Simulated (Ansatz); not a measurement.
Ge(F)(Br)(OH)2 (BrFGeH2O2), SMILES [OH][Ge]([Br])([F])[OH].

Geometry optimised at B3LYP-D3(BJ)/def2-SVP. This is a generated structure with no PubChem entry under its InChIKey; it may be hypothetical. Other conformers were not sampled.

Two levels are set side by side: PBE/def2-SVPD (Ansatz, an electronic-structure program) and PBE0/def2-SVPD (Ansatz). Energy differences of separate SCF runs at the same geometry; the states with an electron removed or added have multiplicity 2 and 2. Differences are taken from unrounded values.

```tsv
quantity	PBE0
vertical ionisation energy (eV)	11.49
vertical singlet–triplet gap (eV)	5.85
```

Problem. What does PBE give, and how far is it from PBE0? (An estimate is asked for; the answer gives what the named calculation found.)

Solution. 
```csv
quantity,PBE,PBE minus PBE0
vertical ionisation energy (eV),10.91,-0.58
vertical singlet–triplet gap (eV),5.28,-0.57
```
